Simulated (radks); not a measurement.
Values are calculated unless marked as measured or tabulated.
Neutral rubidium inside a hard spherical wall (all orbitals vanish at R), configuration held at [Kr] 5s1 and not refilled when levels cross. Code: a radial shooting solver on a logarithmic mesh with Libxc functionals. Model: scalar-relativistic Kohn-Sham, PBEsol, spin-unpolarised, spherical densities, point nucleus. Eigenvalues in eV, with the zero of energy where the potential of the charges vanishes at infinity; a dash marks a level that is unbound or too diffuse for the functional's potential to be trusted. A positive occupied level is held by the wall or, in an anion where self-interaction has pushed it up, behind a barrier. The pressure on the wall is -dE/dV.

R (bohr)  E (hartree)  kinetic (hartree)    e(3d)    e(4s)    e(4p)   e(5s)  e(5p, empty)  e(6s, empty)  pressure (GPa)
free      -2979.34332           3051.073  -103.99  -31.906  -15.978  -2.222        -0.737             -               0
15        -2979.34316           3051.074  -103.97  -31.883  -15.956  -2.207        -0.664         0.737         0.00128
12        -2979.34184           3051.084  -103.85  -31.772  -15.847  -2.118        -0.430         1.926          0.0173
7         -2979.29485           3051.264  -102.61  -30.568  -14.686  -0.277         2.870        12.708            1.66
6         -2979.24156           3051.442  -101.87  -29.898  -14.052   1.463         5.588        20.443            5.14
5         -2979.10851           3051.905  -100.44  -28.692  -12.905   5.346        11.166        35.207            20.0
4         -2978.68737           3053.471  -96.688  -25.833  -10.033  15.598        24.470        67.342             112
3.5       -2978.11810           3055.594  -92.459  -22.747   -6.720  27.168        38.390        98.664             313
3         -2976.83059           3060.177  -84.800  -16.991   -0.229  49.203        63.539        152.46            1000
1.5       -2933.15365           3182.347    8.958   115.78   147.80  469.27        494.32        978.06          122000
